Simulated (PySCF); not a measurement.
diphosphane cation (H4P2), SMILES PP (connectivity only; charge and spin as stated), charge +1, multiplicity 2. Atoms are numbered in the order given.

```xyz
6

P     -1.0571     0.1219     0.0000
P      1.0571    -0.1219     0.0000
H     -1.4674    -0.6584     1.1034
H     -1.4674    -0.6584    -1.1034
H      1.4674     0.6584     1.1034
H      1.4674     0.6584    -1.1034
```
Charge +1, spin multiplicity 2.

Geometry optimised at PBE0-D3(BJ)/def2-TZVP. The multiplicity is an assumed one; other spin states were not compared.

All values below come from PBE/def2-TZVPD (PySCF).

Mulliken values depend strongly on the basis, most of all with diffuse functions as here. ESP charges are fitted to the potential on shells at 1.4 to 2.0 van der Waals radii. Atomic charges (e):

```
atom  ESP fit  meta-Löwdin  Mulliken  Mulliken spin
----  -------  -----------  --------  -------------
P1       0.18         0.30      0.02           0.46
P2       0.18         0.30      0.02           0.46
H3       0.16         0.10      0.24           0.02
H4       0.16         0.10      0.24           0.02
H5       0.16         0.10      0.24           0.02
H6       0.16         0.10      0.24           0.02
```
